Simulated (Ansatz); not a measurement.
**Energy profile**

The step: GeNH₅ ([NH2][GeH3]) + SiH₄ → GeSiH₆ ([SiH3][GeH3]) + NH₃; bonds formed: Ge1–Si7, N2–H6; bonds broken: Ge1–N2, H6–Si7 (atoms numbered as in the saddle structure below).

Ge1  (-1.433, 0.108, 0.101)
N2  (-0.170, -0.667, 1.437)
H3  (-1.453, -0.674, -1.206)
H4  (-2.701, -0.266, 0.923)
H5  (-1.304, 1.623, 0.056)
H6  (0.706, -0.423, 0.854)
Si7  (1.451, 0.408, -1.119)
H8  (-0.187, -0.206, 2.346)
H9  (-0.275, -1.672, 1.570)
H10  (2.704, 1.201, -0.855)
H11  (0.721, 1.283, -2.109)
H12  (1.942, -0.714, -1.998)
(Å)

Electronic energies by CCSD(T) at an estimated basis limit (MP2 extrapolated from triple and quadruple zeta, plus CCSD(T) − MP2 in triple zeta), on PBE0-D4/def2-TZVP structures; GeSiNH9, singlet; no counterpoise correction. Ansatz 0.2.0; basis: def2-TZVPP and def2-QZVPP; cores frozen in the correlated methods. Filled d shells of the heavier atoms are correlated. The def2 sets are not built for correlating such inner shells, so the correlated values are less sure here. Extrapolation: Hartree–Fock as exp(−7.88 √X), correlation as X^−2.97.

**Question.** Give the profile in kJ/mol, counted from the separated reactants. (An estimate is asked for; the value comes from the calculation.)

**Answer.** Computed:
| point | kJ/mol |
| --- | --- |
| separated: GeNH5 (linked as [NH2][GeH3]; Ge1, N2, H3, H4, H5, H8, H9; singlet) + SiH4 (H6, Si7, H10, H11, H12; singlet) | 0.0 |
| start structure | -4.6 |
| saddle | 184.8 |
| end structure | -36.0 |
| separated: GeSiH6 (linked as [SiH3][GeH3]; Ge1, H3, H4, H5, Si7, H10, H11, H12; singlet) + NH3 (N2, H6, H8, H9; singlet) | -22.6 |

No T1 diagnostic of these runs exceeds 0.013. The start structure is not quite a true minimum (one mode of 31i cm⁻¹).

For scale, one of the runs: CCSD(T)/def2-TZVPP, 247 basis functions, launched by `ansatz run in.yaml --threads 4 --pin off --events-out ev --progress --plain --max-ram 9574MiB`. Hardware: 4 CPU threads of an AMD EPYC, shared host. Wall time 3.9 min; peak host memory 4.9 GiB.
